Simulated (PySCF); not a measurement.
Telling isomers of C₂H₁₃NSi₃ apart by NMR

PySCF calculation with PBE0/pcSseg-1 with gauge-including orbitals and structure optimised with GFN2-xTB; in vacuum, relativity neglected, rapidly exchanging positions averaged, one conformer.

References, each an isolated molecule treated in the same way: 1H, 13C against TMS. Where no couplings were computed, multiplicities follow the n + 1 count of equivalent neighbours, and m marks all less simple cases (inequivalent or close neighbours, rings, F or P nearby). Shifts are as computed. Against solution values, carbons near 30 ppm lie about +3 ppm off and those near 130 ppm about +5 ppm. Of 1211 compounds with measured shifts, 218 miss one by over three times the rms of a fit or turn the order of signals round; such compounds aren't used in these exercises.

(1) Tabulate the signals of `CN(C)[SiH2][SiH2][SiH3]`, `CC[SiH2]N([SiH3])[SiH3]` and their relative energies.

(2) What is the quickest way to tell CN(C)[SiH2][SiH2][SiH3] from CC[SiH2]N([SiH3])[SiH3]?

Answers

(1) 
```tsv
SMILES	carbon types	δC	δH	E rel. (kcal/mol)
CN(C)[SiH2][SiH2][SiH3]	2×CH3	42.9	5.11 (t, 2H), 3.63 (t, 3H), 3.25 (m, 2H), 2.57 (s, 6H)	38.0
CC[SiH2]N([SiH3])[SiH3]	1×CH2 1×CH3	9.3, 8.1	4.84 (t, 2H), 4.78 (s, 6H), 1.16 (t, 3H), 0.88 (m, 2H)	0.0
```

Energies are electronic energies at PBE0/pcSseg-1 on these geometries, without zero-point or thermal terms, each for the one conformer computed, which needn't be the lowest.

(2) Count the carbon signals: 1 against 2. The first has a methyl carbon bonded to N (CH3) at 42.9 ppm, the second an sp3 CH2 bonded to Si at 8.1 ppm. Their most deshielded carbons lie at 42.9 and 9.3 ppm.
